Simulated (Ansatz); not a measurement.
BrSi (`[Si]Br`) radical, 2 atoms. The species carries charge 0 and has multiplicity 2. Correlated methods include outer-core shells of Br, which these sets cover unevenly. Scalar relativity is left out up to krypton. All runs use 4 threads of an Intel Xeon Platinum 8488C on a shared host. Correlated methods freeze the cores. Open-shell runs search over several starts.

Task: Give the basis size and wall time and peak host memory of each of these runs in Ansatz. UHF-CCSD(T)/def2-SVP energy; UKS ωB97M-V/def2-TZVPP energy and forces; UKS ωB97M-V/def2-QZVPP energy; UKS PBE0-D4/def2-QZVPP energy; UKS PBE0-D4/def2-TZVP relaxation (3 steps); UKS revPBE-D4/def2-TZVPP energy; UKS SPW92 (LDA)/def2-TZVPP energy; UKS PBE0-D4/def2-SVP energy; UKS ωB97M-V/def2-SVP energy; UKS PBE0-D4/def2-TZVP frequencies; UHF-CCSD(T)/def2-QZVPP energy; direct RPA on PBE orbitals/def2-TZVPP energy. (An estimate is asked.)

Result: Ansatz gave: Other jobs shared the machine, so times are rough.

```csv
level,job,functions,wall time,peak host memory (GiB)
UKS PBE0-D4/def2-SVP,energy,50,0.4 s,0.23
UKS SPW92 (LDA)/def2-TZVPP,energy,90,0.75 s,0.15
direct RPA on PBE orbitals/def2-TZVPP,energy,90,0.9 s,0.23
UKS revPBE-D4/def2-TZVPP,energy,90,0.95 s,0.16
UKS ωB97M-V/def2-SVP,energy,50,1.2 s,0.23
UKS PBE0-D4/def2-QZVPP,energy,159,1.9 s,0.42
UHF-CCSD(T)/def2-SVP,energy,50,2.2 s,0.23
UKS ωB97M-V/def2-TZVPP,energy and forces,90,2.8 s,0.3
UKS ωB97M-V/def2-QZVPP,energy,159,3.8 s,0.54
UKS PBE0-D4/def2-TZVP,relaxation (3 steps),85,4.5 s,0.19
UKS PBE0-D4/def2-TZVP,frequencies,85,6 s,0.23
UHF-CCSD(T)/def2-QZVPP,energy,159,17 s,1.7
```
